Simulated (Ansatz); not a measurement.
Mulliken charges of `[Cl][SnH2][Si](Cl)(Cl)Cl` from r2SCAN/def2-TZVPP in Ansatz (PBE0-D4/def2-TZVP geometry).

| atom | x (Å) | y (Å) | z (Å) | charge (e) |
| --- | --- | --- | --- | --- |
| Cl1 | -1.404 | -2.405 | 0.639 | -0.386 |
| Sn2 | 0.541 | -1.143 | 0.384 | 0.643 |
| Si3 | -0.292 | 1.156 | -0.390 | 0.505 |
| Cl4 | -1.301 | 0.994 | -2.151 | -0.187 |
| Cl5 | 1.302 | 2.407 | -0.663 | -0.201 |
| Cl6 | -1.529 | 1.973 | 1.006 | -0.187 |
| H7 | 1.482 | -1.939 | -0.790 | -0.093 |
| H8 | 1.292 | -1.099 | 1.910 | -0.093 |

Question: By hand: the dipole of these point charges (1 e Å = 4.8032 D).

Answer: Σ q r = (0.752, 0.021, 0.047) e Å, of length 0.754 e Å = 3.62 D.

Question: How does the dipole of the full density compare? (Best estimate.)

Answer: Computed: (0.423, 0.094, 0.001) e Å, 2.08 D; the point charges give 1.74 times that, at 11° from its direction.

Point charges leave out the atoms' own dipoles, such as those of lone pairs, and Mulliken's split depends on the basis, so the two needn't agree.
